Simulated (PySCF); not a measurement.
Potential energy curve for HI, singlet.

Levels of theory: UKS-PBE0 = PySCF with unrestricted PBE0/def2-SVP, def2 effective core potentials past Kr; RKS-wB97X-V = PySCF with restricted wB97X-V/def2-SVP, def2 effective core potentials past Kr; RHF/def2-SVP, def2 effective core potentials past Kr (PySCF).

Magnitude of the dipole moment (D; its direction can reverse along the curve, and a method can change to another solution) and Mulliken charge of the fragment that holds I1:

```
R / Å  μ UKS-PBE0  q UKS-PBE0  μ RKS-wB97X-V  q RKS-wB97X-V  μ RHF  q RHF
-----  ----------  ----------  -------------  -------------  -----  -----
1.21         0.77        0.10           0.78           0.12   0.81   0.12
1.28         0.74        0.04           0.75           0.06   0.78   0.06
1.37         0.71       -0.01           0.71           0.00   0.74   0.01
1.46         0.69       -0.05           0.69          -0.04   0.71  -0.03
1.52         0.68       -0.07           0.67          -0.06   0.69  -0.05
1.57         0.67       -0.08           0.66          -0.07   0.68  -0.06
1.61         0.66       -0.09           0.65          -0.07   0.67  -0.07
1.66         0.66       -0.09           0.64          -0.08   0.66  -0.07
1.71         0.65       -0.10           0.63          -0.08   0.64  -0.08
1.78         0.65       -0.10           0.62          -0.09   0.63  -0.08
1.85         0.64       -0.10           0.61          -0.09   0.62  -0.09
1.99         0.64       -0.10           0.59          -0.09   0.60  -0.09
2.15         0.64       -0.10           0.58          -0.09   0.59  -0.09
2.44         0.73       -0.10           0.60          -0.08   0.61  -0.08
2.66         0.78       -0.08           0.64          -0.08   0.67  -0.08
2.90         0.68       -0.06           0.72          -0.07   0.77  -0.08
3.18         0.48       -0.04           0.84          -0.07   0.93  -0.08
3.57         0.24       -0.02           1.06          -0.07   1.21  -0.08
3.94         0.10       -0.01           1.30          -0.08   1.50  -0.09
4.37         0.04        0.00           1.59          -0.08   1.84  -0.09
4.78         0.01        0.00           1.85          -0.08   2.15  -0.10
5.64         0.00        0.00           2.31          -0.09   2.69  -0.10
6.51         0.00        0.00           2.69          -0.09   3.12  -0.10
```

The unrestricted determinant behind UKS-PBE0 is spin-contaminated at 2.44 to 6.51 Å (<S²> up to 1.0, against 0.00 for a pure singlet). The restricted form behind RKS-wB97X-V, RHF keeps the bonding electrons paired and can't separate into open-shell fragments.
